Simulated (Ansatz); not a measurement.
A calculation with Ansatz (development build ahead of 0.2.0).

```yaml
crystal:
  periodic: [false, false, false]
  atoms:
    - { symbol: Be, position_ang: [-0.02152, -0.03615, -0.91933] }
    - { symbol: O, position_ang: [-0.03454, 0.00101, 0.48229] }
basis:
  gaussian: { orbitals: "6-31G" }
hamiltonian:
  xc: hf
```

The input is written out in the form of the current development build from the run's settings.

The run gave:

* Converged: yes
* Total energy: -89.37405 hartree
* Spin squared of the determinant: 0.000

Caution: in another basis set an unrestricted determinant lies well below.
